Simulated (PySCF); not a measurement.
Species: C3H7BN2O2Si.
Geometry (PBE0-D3(BJ)/def2-SVP, Å), atoms numbered from 1 in this order:
```
atom  x, y, z in Å
O1     2.889    0.169    0.539
B2     1.631   -0.284    0.279
O3     1.426   -1.630    0.178
C4     0.394    0.625    0.089
C5     0.238    2.000    0.116
N6    -1.054    2.364   -0.102
C7    -1.696    1.232   -0.260
N8    -0.887    0.136   -0.158
Si9   -1.443   -1.560   -0.313
H10    2.950    1.126    0.595
H11    2.232   -2.142    0.306
H12    1.012    2.753    0.282
H13   -2.766    1.141   -0.453
H14   -1.231   -2.309    0.951
H15   -0.810   -2.228   -1.478
H16   -2.905   -1.398   -0.561
```

Mayer bond orders were computed from the PBE0/pcSseg-1 density (PySCF). One conformer (not necessarily the lowest) at the PBE0-D3(BJ)/def2-SVP geometry, without solvent, vibrations or thermal averaging.

Problem. Rank these bonds by Mayer order, highest first.
A. N8–C4
B. N6–C7
C. B2–O3
D. B2–C4
E. C5–N6
F. N8–Si9
G. C4–C5

Solution. B (1.60), G (1.51), E (1.37), C (1.19), A (1.02), D (0.94), F (0.77).

Problem. Set the orders of all bonds between heavy atoms beside their lengths and the difference of the Mulliken charges at their ends.

Solution. 
| bond | Mayer order | length (Å) | q(first) − q(second) (e) |
| --- | --- | --- | --- |
| N6–C7 | 1.596 | 1.311 | -0.690 |
| C4–C5 | 1.507 | 1.384 | -0.003 |
| C5–N6 | 1.373 | 1.360 | +0.376 |
| O1–B2 | 1.222 | 1.362 | -1.000 |
| C7–N8 | 1.193 | 1.366 | +1.027 |
| B2–O3 | 1.187 | 1.365 | +1.026 |
| N8–C4 | 1.023 | 1.394 | -0.711 |
| B2–C4 | 0.937 | 1.547 | +0.607 |
| N8–Si9 | 0.770 | 1.791 | -1.412 |

Mayer orders depend on the basis set.
